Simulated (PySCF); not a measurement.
CH₂AlNO.

```xyz
6

Al     0.0000     0.0000     1.7282
H      0.0000     1.3953     2.4587
H      0.0000    -1.3953     2.4587
N      0.0000     0.0000    -0.0549
C      0.0000     0.0000    -1.2589
O      0.0000     0.0000    -2.4308
```

Geometry optimised at B3LYP-D3(BJ)/def2-SVP.

The numbers are results of PBE0/pcSseg-2 (PySCF), not measurements. Non-relativistic, no solvent.

Computed absolute GIAO shielding of each atom: isotropic value and principal components (ppm):
```tsv
atom	σ(iso)	σ11	σ22	σ33	span
Al1	375.1	275.5	389.2	460.6	185.2
H2	26.7	23.7	24.9	31.5	7.8
H3	26.7	23.7	24.9	31.5	7.8
N4	196.6	114.9	159.1	315.9	201.0
C5	51.8	-59.3	-57.6	272.2	331.5
O6	189.6	93.0	111.5	364.2	271.2
```
